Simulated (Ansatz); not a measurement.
Reaction (redistribution): `B[SiH2][SiH2]O` + `C[SiH2]F` → `B[SiH2]C` + `O[SiH2][SiH2]F`

Gas-phase electronic energies from Ansatz, PBE0-D4/def2-TZVP geometries. CCSD(T)/CBS adds triple-zeta CCSD(T) − MP2 to the extrapolated MP2 energy (def2 sets, frozen cores). This one scheme is used for every species. DFT in def2-TZVPP. Each species was taken in one conformer, which may not be the lowest.

| level | ΔE (eV) |
| --- | --- |
| ωB97M-V | 0.33 |
| MP2/def2-QZVPP | 0.33 |

What does CCSD(T)/CBS give? (Best estimate.)

Ansatz gave: +0.32 eV. The listed levels differ from it by 0.01, 0.01 eV.

Largest T1 diagnostic among the species: 0.014.

In def2-TZVPP, CCSD(T) changes the Hartree–Fock value by +0.10 eV (the triples alone add +0.02 eV) and MP2 by +0.11 eV.
